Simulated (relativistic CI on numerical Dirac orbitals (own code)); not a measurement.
# Magnetism of Fe⁵⁺, 3d3, in a crystal field

Calculated by Dirac-Coulomb-Breit CI, separate exchange-only KLI orbitals for each configuration, model QED, valence Slater integrals scaled by 0.75, one configuration in a parametric crystal field (own radial code).

Field parameters in Wybourne normalisation: D4h B²₀ = −7Ds, B⁴₀ = 21(Dq − Dt), B⁴₄ = 21√(5/14) Dq. The field is a parameter set, without covalency.

S is read from ⟨S²⟩ = S(S + 1).

Powder χT (cm³ K mol⁻¹) by Van Vleck's formula, with temperature-independent terms:

```
                                       Field   2 K   5 K  10 K  20 K  50 K  100 K  200 K  300 K
D4h, 10Dq = 23750, Ds = -1500, Dt = 210 cm⁻¹  1.76  1.76  1.76  1.76  1.76   1.76   1.77   1.78
D4h, 10Dq = 23750, Ds = -1090, Dt = 210 cm⁻¹  1.75  1.76  1.76  1.76  1.76   1.77   1.77   1.78
 D4h, 10Dq = 23750, Ds = -680, Dt = 210 cm⁻¹  1.75  1.76  1.76  1.76  1.76   1.77   1.77   1.78
 D4h, 10Dq = 23750, Ds = -270, Dt = 210 cm⁻¹  1.75  1.76  1.76  1.76  1.76   1.77   1.77   1.78
  D4h, 10Dq = 23750, Ds = 140, Dt = 210 cm⁻¹  1.74  1.75  1.76  1.76  1.76   1.77   1.77   1.78
  D4h, 10Dq = 23750, Ds = 550, Dt = 210 cm⁻¹  1.74  1.75  1.76  1.76  1.76   1.77   1.77   1.78
  D4h, 10Dq = 23750, Ds = 950, Dt = 210 cm⁻¹  1.74  1.75  1.76  1.76  1.76   1.77   1.77   1.78
 D4h, 10Dq = 23750, Ds = 1360, Dt = 210 cm⁻¹  1.73  1.75  1.76  1.76  1.76   1.76   1.77   1.78
```

(1) For D4h, 10Dq = 23750, Ds = -270, Dt = 210 cm⁻¹: what effective moment follows at 300 K?

## Answers

(1) μ_eff = √(8χT) = 3.78 μB. The ground level has S = 1.50; the spin-only moment for S = 3/2 is 3.88 μB. The difference comes from the orbital moment, spin-orbit mixing of terms and temperature-independent paramagnetism, all larger in this ionic model than in covalent complexes.
